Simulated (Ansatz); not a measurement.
C$_{3}$H$_{2}$F$_{6}$, SMILES `FC(F)(F)CC(F)(F)F`. The species carries charge 0 and has multiplicity 1.

```xyz
11

F     0.4328    1.9345   -0.3842
C    -0.1131    1.1661    0.5589
F     0.7752    1.0377    1.5449
F    -1.1701    1.8246    1.0525
C    -0.5731   -0.1698    0.0190
C     0.5059   -1.0498   -0.5719
F    -0.0500   -2.1867   -1.0109
F     1.1184   -0.4769   -1.6084
F     1.4389   -1.3792    0.3219
H    -1.3176    0.0176   -0.7551
H    -1.0474   -0.7180    0.8332
```

Question: List the harmonic frequencies (cm⁻¹, unscaled) at PBE0-D4/def2-TZVP in Ansatz. (Best estimate.)

Answer: Computed: 25, 110, 151, 297, 301, 331, 394, 523, 535, 544, 550, 656, 720, 861, 895, 926, 1079, 1131, 1236, 1253, 1270, 1334, 1336, 1424, 1452, 3113, 3172.

Question: Is this a minimum?

Answer: Yes, all 27 modes are real.

Question: Give the ideal-gas thermochemistry at 298.15 K and 1 bar (rigid rotor, harmonic oscillator; point group C2v, symmetry number 2).

Answer: Zero-point energy 153.2 kJ/mol; H(298) − E = 176.5 kJ/mol; entropy 374.2 J/(mol·K), of which translation 171.5, rotation 115.5, vibration 87.2; G(298) − E = 65.0 kJ/mol. Modes under 100 cm⁻¹ are hindered rotations or soft bends, so the harmonic entropy is rough.

Question: Rotational constants (cm⁻¹)?

Answer: 0.09736, 0.03543, 0.03495.
